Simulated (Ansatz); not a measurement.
Stepwise reaction of `O[SiH](O)[SiH](Cl)Cl` with hydrogen, as a gas-phase model of exchange steps in deposition or etching. ΔE in kJ/mol.

Calculated with Ansatz (gas phase, PBE0-D4/def2-TZVP geometries, no zero-point term in ΔE). CBS: MP2 limit from def2 TZ/QZ plus the TZ coupled-cluster correction, frozen cores. This one scheme is used for every species. DFT in def2-TZVPP. B3LYP here is the variant with VWN-RPA as its local correlation; programs differ in this. Each species was taken in one conformer, which may not be the lowest.

```tsv
step	reaction	PBE-D4	B3LYP-D4	ωB97M-V	CCSD(T)/CBS
1	`O[SiH](O)[SiH](Cl)Cl` + H₂ → `O[SiH](O)[SiH2]Cl` + HCl	88.3	86.0	86.7	84.3
```

Task: Give the row of step 2, `O[SiH](O)[SiH2]Cl` + H₂ → `O[SiH](O)[SiH3]` + HCl. (Estimate.)

Result: Ansatz gave: 
```csv
step,reaction,PBE-D4,B3LYP-D4,ωB97M-V,CCSD(T)/CBS
2,`O[SiH](O)[SiH2]Cl` + H₂ → `O[SiH](O)[SiH3]` + HCl,66.8,68.7,68.5,69.0
```

Task: By hand: ΔE of the 2 steps together at CCSD(T)/CBS.

Result: (84.3) + (69.0) = 153.3 kJ/mol, or 76.7 kJ/mol a step.

In ΔE each step is lower than the one before. All are uphill at CCSD(T)/CBS. PBE-D4 differs from CCSD(T)/CBS by -2.2 to 4.0 kJ/mol a step. Isolated molecules leave out the surface, adducts and barriers. Largest T1 diagnostic: 0.013.
